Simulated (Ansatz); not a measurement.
Reaction (ligand exchange at a Ge–C bond): `[BH2][GeH2][CH3]` + `O[SiH2]F` → `[BH2][GeH2][O][SiH2]F` + CH₄

Calculated with Ansatz (gas phase, PBE0-D4/def2-TZVP geometries, no zero-point term in ΔE). CBS: MP2 limit from def2 TZ/QZ plus the TZ coupled-cluster correction, frozen cores. This one scheme is used for every species. DFT in def2-TZVPP. B3LYP here is the variant with VWN-RPA as its local correlation; programs differ in this. For Ge outer-core shells are correlated without core-valence functions, which leaves a few kJ/mol of doubt a bond. Scalar relativity is left out up to krypton. Each species was taken in one conformer, which may not be the lowest.

CCSD(T)/CBS gives -56.0 kJ/mol.

**Question.** Another level gave -52.4 kJ/mol. Which?
A. B3LYP-D4/def2-TZVPP
B. r2SCAN-D4/def2-TZVPP
C. PBE0-D4/def2-TZVPP
D. HF/def2-TZVPP

**Answer.** C. PBE0-D4 -52.4, r2SCAN-D4 -58.8, HF/def2-TZVPP -76.4, B3LYP-D4 -63.6 kJ/mol.

Largest T1 diagnostic among the species: 0.012.

In def2-TZVPP, CCSD(T) changes the Hartree–Fock value by +18.9 kJ/mol (the triples alone add +1.4 kJ/mol) and MP2 by +19.5 kJ/mol.
